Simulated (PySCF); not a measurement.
Si(H)(OH)2(SeH) (H₄O₂SeSi), SMILES [SeH][SiH](O)O.

Geometry optimised at PBE-D3(BJ)/def2-SVP. This is a generated structure with no PubChem entry under its InChIKey; it may be hypothetical. One conformer was computed; it need not be the lowest.

All values below come from TDA-PBE/def2-SVPD (PySCF).

Vertical excitations. Isolated molecule, no solvent.

| state | energy (eV) | λ (nm) | f | main pairs |
|---|---|---|---|---|
| S1 | 5.08 | 244 | 0.026 | HOMO→LUMO 99 % |
| S2 | 5.57 | 223 | 0.061 | HOMO→LUMO+1 97 % |
| S3 | 5.97 | 208 | 0.009 | HOMO→LUMO+3 90 % |
| S4 | 5.99 | 207 | 0.017 | HOMO→LUMO+2 84 % |
| S5 | 6.32 | 196 | 0.013 | HOMO−1→LUMO 94 % |
| S6 | 6.64 | 187 | 0.008 | HOMO−2→LUMO 98 % |
| S7 | 6.84 | 181 | 0.001 | HOMO→LUMO+4 62 %, HOMO−1→LUMO+1 31 % |
| S8 | 6.93 | 179 | 0.015 | HOMO→LUMO+5 92 % |
| S9 | 6.99 | 177 | 0.052 | HOMO−1→LUMO+2 40 %, HOMO−1→LUMO+1 27 %, HOMO→LUMO+4 24 % |
| S10 | 7.14 | 174 | 0.003 | HOMO−2→LUMO+1 90 % |
| T1 | 4.71 | 263 | 0 | HOMO→LUMO 98 % |
| T2 | 5.20 | 238 | 0 | HOMO→LUMO+1 98 % |
| T3 | 5.54 | 224 | 0 | HOMO→LUMO+2 98 % |
| T4 | 5.87 | 211 | 0 | HOMO→LUMO+3 99 % |
Triplets are in the Tamm–Dancoff approximation.
